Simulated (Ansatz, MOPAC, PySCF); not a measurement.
Bond stretch in OH (cation, charge +1), triplet.

- UKS-B3LYP/6-31G* = unrestricted B3LYP/6-31G*, spherical d (PySCF 2.14.0)
- PM3, unrestricted, heats of formation (MOPAC)
- ROMP2 = MP2 on ROHF/cc-pVTZ, frozen core in Ansatz (an electronic-structure program)
- FCI = Ansatz with full CI/cc-pVTZ, frozen core

Energies relative to the lowest point of each curve near equilibrium, in eV:

| R / Å | UKS-B3LYP/6-31G* | PM3 | ROMP2 |
|---|---|---|---|
| 0.79 | 1.992 | 0.875 | 1.749 |
| 0.82 | 1.423 | 0.561 | 1.221 |
| 0.87 | 0.750 | 0.207 | 0.605 |
| 1.11 | 0.059 | 0.399 | 0.108 |
| 1.15 | 0.140 | 0.578 | 0.217 |
| 1.28 | 0.534 | 1.174 | 0.698 |
| 1.37 | 0.856 | 1.527 | 1.081 |
| 1.74 | 2.048 | 2.758 | 2.566 |
| 2.08 | 2.728 | 3.871 | 3.575 |
| 2.29 | 2.990 | 4.267 | 4.032 |
| 3.11 | 3.410 | 4.934 | 4.949 |
| 3.57 | 3.440 | 5.031 | 5.108 |

What does FCI give at the same points?

0.79: 1.808; 0.82: 1.274; 0.87: 0.647; 1.11: 0.088; 1.15: 0.185; 1.28: 0.626; 1.37: 0.981; 1.74: 2.355; 2.08: 3.296; 2.29: 3.732; 3.11: 4.703; 3.57: 4.917 (eV).

The unrestricted determinant behind UKS-B3LYP/6-31G* is spin-contaminated at 1.74 to 4.17 Å (<S²> up to 2.5, against 2.00 for a pure triplet). The T1 diagnostic of CCSD on the restricted reference of ROMP2 exceeds 0.045 at 1.74 to 4.17 Å.
